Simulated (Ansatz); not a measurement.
Input for Ansatz (a first-principles code): R-HF/def2-TZVPP on CH3Li (SMILES [Li][CH3]).

Ansatz 0.2 input:
```yaml
crystal:
  periodic: [false, false, false]
  atoms:
    - {symbol: Li, position_ang: [1.59232473, -0.02281321, 0.02710651]}
    - {symbol: C, position_ang: [-0.39304503, 0.00563115, -0.00669090]}
    - {symbol: H, position_ang: [-0.80605550, -0.62068282, -0.79940391]}
    - {symbol: H, position_ang: [-0.79346326, 1.00800907, -0.16838350]}
    - {symbol: H, position_ang: [-0.83159198, -0.35249576, 0.92640204]}
basis:
  gaussian:
    orbitals: def2-TZVPP
hamiltonian:
  xc: {name: HF}
accuracy: high
phonons: {}
scf: {lower_state_search: off}
```

Program output:

```
WARN ansatz: RAYON_NUM_THREADS=1 ignored (pool sized by the plan → 1); use --threads N
Functional definition: HF
these checks for a lower state are left out or cut short: stability, starts, cluster_reference, orbital_swaps, neighbouring_geometries, increment
integrals: 0.09 GiB planned
1783 factors; integrals over basis functions are off by at most 2.0e-9 eV
mean field: 0.18 GiB planned
mean field evaluation 1: about -1277.2148 eV, gradient 3.3e1 eV
mean field evaluation 2: about -1277.2149 eV, gradient 3.3e1 eV
mean field evaluation 4: about -1279.9256 eV, gradient 1.7e0 eV
mean field evaluation 8: about -1279.9434 eV, gradient 1.4e-4 eV
mean field -1279.94343489 eV, -47.0370536555 hartree, gradient 1.7e-8 eV, S^2 0.000000; 0 other end points of the search recorded, 0 dependent functions left out
the calculation of the forces begins
reference -1279.94343489 eV, -47.0370536555 hartree; 6, 6 occupied and 86, 86 virtual orbitals, 1783 factors
these checks for a lower state are left out or cut short: stability, starts, cluster_reference, orbital_swaps, neighbouring_geometries, increment
integrals: 0.09 GiB planned
1783 factors; integrals over basis functions are off by at most 2.0e-9 eV
mean field: 0.18 GiB planned
mean field evaluation 16: about -1279.9434 eV, gradient 4.3e-6 eV
mean field -1279.94343384 eV, -47.0370536169 hartree, gradient 2.5e-8 eV, S^2 0.000000; 0 other end points of the search recorded, 0 dependent functions left out
the calculation of the forces begins
reference -1279.94343384 eV, -47.0370536169 hartree; 6, 6 occupied and 86, 86 virtual orbitals, 1783 factors
these checks for a lower state are left out or cut short: stability, starts, cluster_reference, orbital_swaps, neighbouring_geometries, increment
integrals: 0.09 GiB planned
1783 factors; integrals over basis functions are off by at most 2.0e-9 eV
mean field: 0.18 GiB planned
mean field -1279.94343384 eV, -47.0370536168 hartree, gradient 2.2e-8 eV, S^2 0.000000; 0 other end points of the search recorded, 0 dependent functions left out
the calculation of the forces begins
reference -1279.94343384 eV, -47.0370536168 hartree; 6, 6 occupied and 86, 86 virtual orbitals, 1783 factors
these checks for a lower state are left out or cut short: stability, starts, cluster_reference, orbital_swaps, neighbouring_geometries, increment
integrals: 0.09 GiB planned
1783 factors; integrals over basis functions are off by at most 2.0e-9 eV
mean field: 0.18 GiB planned
mean field evaluation 32: about -1279.9434 eV, gradient 2.9e-8 eV
mean field -1279.94342294 eV, -47.0370532161 hartree, gradient 2.9e-8 eV, S^2 0.000000; 0 other end points of the search recorded, 0 dependent functions left out
the calculation of the forces begins
reference -1279.94342294 eV, -47.0370532161 hartree; 6, 6 occupied and 86, 86 virtual orbitals, 1783 factors
these checks for a lower state are left out or cut short: stability, starts, cluster_reference, orbital_swaps, neighbouring_geometries, increment
integrals: 0.09 GiB planned
1783 factors; integrals over basis functions are off by at most 2.0e-9 eV
mean field: 0.18 GiB planned
mean field -1279.94342298 eV, -47.0370532177 hartree, gradient 2.5e-8 eV, S^2 0.000000; 0 other end points of the search recorded, 0 dependent functions left out
the calculation of the forces begins
reference -1279.94342298 eV, -47.0370532177 hartree; 6, 6 occupied and 86, 86 virtual orbitals, 1783 factors
these checks for a lower state are left out or cut short: stability, starts, cluster_reference, orbital_swaps, neighbouring_geometries, increment
integrals: 0.09 GiB planned
1783 factors; integrals over basis functions are off by at most 2.0e-9 eV
mean field: 0.18 GiB planned
mean field -1279.94329382 eV, -47.0370484711 hartree, gradient 1.2e-8 eV, S^2 0.000000; 0 other end points of the search recorded, 0 dependent functions left out
the calculation of the forces begins
reference -1279.94329382 eV, -47.0370484711 hartree; 6, 6 occupied and 86, 86 virtual orbitals, 1783 factors
these checks for a lower state are left out or cut short: stability, starts, cluster_reference, orbital_swaps, neighbouring_geometries, increment
integrals: 0.09 GiB planned
1783 factors; integrals over basis functions are off by at most 2.0e-9 eV
mean field: 0.18 GiB planned
mean field -1279.94329300 eV, -47.0370484410 hartree, gradient 1.2e-8 eV, S^2 0.000000; 0 other end points of the search recorded, 0 dependent functions left out
the calculation of the forces begins
reference -1279.94329300 eV, -47.0370484410 hartree; 6, 6 occupied and 86, 86 virtual orbitals, 1783 factors
these checks for a lower state are left out or cut short: stability, starts, cluster_reference, orbital_swaps, neighbouring_geometries, increment
integrals: 0.09 GiB planned
1783 factors; integrals over basis functions are off by at most 2.0e-9 eV
mean field: 0.18 GiB planned
mean field -1279.94332371 eV, -47.0370495697 hartree, gradient 1.2e-8 eV, S^2 0.000000; 0 other end points of the search recorded, 0 dependent functions left out
the calculation of the forces begins
reference -1279.94332371 eV, -47.0370495697 hartree; 6, 6 occupied and 86, 86 virtual orbitals, 1783 factors
these checks for a lower state are left out or cut short: stability, starts, cluster_reference, orbital_swaps, neighbouring_geometries, increment
integrals: 0.09 GiB planned
1783 factors; integrals over basis functions are off by at most 2.0e-9 eV
mean field: 0.18 GiB planned
mean field evaluation 64: about -1279.9433 eV, gradient 5.4e-3 eV
mean field -1279.94332317 eV, -47.0370495497 hartree, gradient 1.2e-8 eV, S^2 0.000000; 0 other end points of the search recorded, 0 dependent functions left out
the calculation of the forces begins
reference -1279.94332317 eV, -47.0370495497 hartree; 6, 6 occupied and 86, 86 virtual orbitals, 1783 factors
these checks for a lower state are left out or cut short: stability, starts, cluster_reference, orbital_swaps, neighbouring_geometries, increment
integrals: 0.09 GiB planned
1783 factors; integrals over basis functions are off by at most 2.0e-9 eV
mean field: 0.18 GiB planned
mean field -1279.94341402 eV, -47.0370528884 hartree, gradient 1.5e-8 eV, S^2 0.000000; 0 other end points of the search recorded, 0 dependent functions left out
the calculation of the forces begins
reference -1279.94341402 eV, -47.0370528884 hartree; 6, 6 occupied and 86, 86 virtual orbitals, 1783 factors
these checks for a lower state are left out or cut short: stability, starts, cluster_reference, orbital_swaps, neighbouring_geometries, increment
integrals: 0.09 GiB planned
1783 factors; integrals over basis functions are off by at most 2.0e-9 eV
mean field: 0.18 GiB planned
mean field -1279.94341392 eV, -47.0370528848 hartree, gradient 1.3e-8 eV, S^2 0.000000; 0 other end points of the search recorded, 0 dependent functions left out
the calculation of the forces begins
reference -1279.94341392 eV, -47.0370528848 hartree; 6, 6 occupied and 86, 86 virtual orbitals, 1783 factors
these checks for a lower state are left out or cut short: stability, starts, cluster_reference, orbital_swaps, neighbouring_geometries, increment
integrals: 0.09 GiB planned
1783 factors; integrals over basis functions are off by at most 2.0e-9 eV
mean field: 0.18 GiB planned
mean field -1279.94339033 eV, -47.0370520178 hartree, gradient 1.7e-8 eV, S^2 0.000000; 0 other end points of the search recorded, 0 dependent functions left out
the calculation of the forces begins
reference -1279.94339033 eV, -47.0370520178 hartree; 6, 6 occupied and 86, 86 virtual orbitals, 1783 factors
these checks for a lower state are left out or cut short: stability, starts, cluster_reference, orbital_swaps, neighbouring_geometries, increment
integrals: 0.09 GiB planned
1783 factors; integrals over basis functions are off by at most 2.0e-9 eV
mean field: 0.18 GiB planned
mean field -1279.94339038 eV, -47.0370520198 hartree, gradient 1.3e-8 eV, S^2 0.000000; 0 other end points of the search recorded, 0 dependent functions left out
the calculation of the forces begins
reference -1279.94339038 eV, -47.0370520198 hartree; 6, 6 occupied and 86, 86 virtual orbitals, 1783 factors
these checks for a lower state are left out or cut short: stability, starts, cluster_reference, orbital_swaps, neighbouring_geometries, increment
integrals: 0.09 GiB planned
1783 factors; integrals over basis functions are off by at most 2.0e-9 eV
mean field: 0.18 GiB planned
mean field evaluation 96: about -1279.9434 eV, gradient 2.4e-5 eV
mean field -1279.94337244 eV, -47.0370513604 hartree, gradient 2.4e-8 eV, S^2 0.000000; 0 other end points of the search recorded, 0 dependent functions left out
the calculation of the forces begins
reference -1279.94337244 eV, -47.0370513604 hartree; 6, 6 occupied and 86, 86 virtual orbitals, 1783 factors
these checks for a lower state are left out or cut short: stability, starts, cluster_reference, orbital_swaps, neighbouring_geometries, increment
integrals: 0.09 GiB planned
1783 factors; integrals over basis functions are off by at most 2.0e-9 eV
mean field: 0.18 GiB planned
mean field -1279.94337270 eV, -47.0370513699 hartree, gradient 1.7e-8 eV, S^2 0.000000; 0 other end points of the search recorded, 0 dependent functions left out
the calculation of the forces begins
reference -1279.94337270 eV, -47.0370513699 hartree; 6, 6 occupied and 86, 86 virtual orbitals, 1783 factors
these checks for a lower state are left out or cut short: stability, starts, cluster_reference, orbital_swaps, neighbouring_geometries, increment
integrals: 0.09 GiB planned
1783 factors; integrals over basis functions are off by at most 2.0e-9 eV
mean field: 0.18 GiB planned
mean field -1279.94334437 eV, -47.0370503288 hartree, gradient 1.1e-8 eV, S^2 0.000000; 0 other end points of the search recorded, 0 dependent functions left out
the calculation of the forces begins
reference -1279.94334437 eV, -47.0370503288 hartree; 6, 6 occupied and 86, 86 virtual orbitals, 1783 factors
these checks for a lower state are left out or cut short: stability, starts, cluster_reference, orbital_swaps, neighbouring_geometries, increment
integrals: 0.09 GiB planned
1783 factors; integrals over basis functions are off by at most 2.0e-9 eV
mean field: 0.18 GiB planned
mean field -1279.94334507 eV, -47.0370503546 hartree, gradient 9.8e-9 eV, S^2 0.000000; 0 other end points of the search recorded, 0 dependent functions left out
the calculation of the forces begins
reference -1279.94334507 eV, -47.0370503546 hartree; 6, 6 occupied and 86, 86 virtual orbitals, 1783 factors
these checks for a lower state are left out or cut short: stability, starts, cluster_reference, orbital_swaps, neighbouring_geometries, increment
integrals: 0.09 GiB planned
1783 factors; integrals over basis functions are off by at most 2.0e-9 eV
mean field: 0.18 GiB planned
mean field -1279.94341613 eV, -47.0370529660 hartree, gradient 1.1e-8 eV, S^2 0.000000; 0 other end points of the search recorded, 0 dependent functions left out
the calculation of the forces begins
reference -1279.94341613 eV, -47.0370529660 hartree; 6, 6 occupied and 86, 86 virtual orbitals, 1783 factors
these checks for a lower state are left out or cut short: stability, starts, cluster_reference, orbital_swaps, neighbouring_geometries, increment
integrals: 0.09 GiB planned
1783 factors; integrals over basis functions are off by at most 2.0e-9 eV
mean field: 0.18 GiB planned
mean field evaluation 128: about -1279.9434 eV, gradient 1.3e-5 eV
mean field -1279.94341604 eV, -47.0370529628 hartree, gradient 1.0e-8 eV, S^2 0.000000; 0 other end points of the search recorded, 0 dependent functions left out
the calculation of the forces begins
reference -1279.94341604 eV, -47.0370529628 hartree; 6, 6 occupied and 86, 86 virtual orbitals, 1783 factors
Total energy: -1279.94343489 eV, -47.0370536555 hartree
Atom 0 at     1.592325    -0.022813     0.027107 Å, force    -0.000020     0.000000    -0.000000 eV/Å
Atom 1 at    -0.393045     0.005631    -0.006691 Å, force     0.000005    -0.000000     0.000000 eV/Å
Atom 2 at    -0.806056    -0.620683    -0.799404 Å, force     0.000005     0.000003     0.000003 eV/Å
Atom 3 at    -0.793463     1.008009    -0.168383 Å, force     0.000005    -0.000004     0.000001 eV/Å
Atom 4 at    -0.831592    -0.352496     0.926402 Å, force     0.000005     0.000001    -0.000004 eV/Å
Dipole moment:     1.244231    -0.017826     0.021181 e Å
Vibrations: 457.69 457.71 646.69 1198.22 1557.02 1557.03 3072.32 3121.39 3121.40 cm⁻¹, zero-point energy 0.941627 eV
Checks for a lower state left out: stability, starts, cluster_reference, orbital_swaps, neighbouring_geometries, increment
```

The calculation finished and met its thresholds.

Cost: about 40 core-seconds (a rough figure).
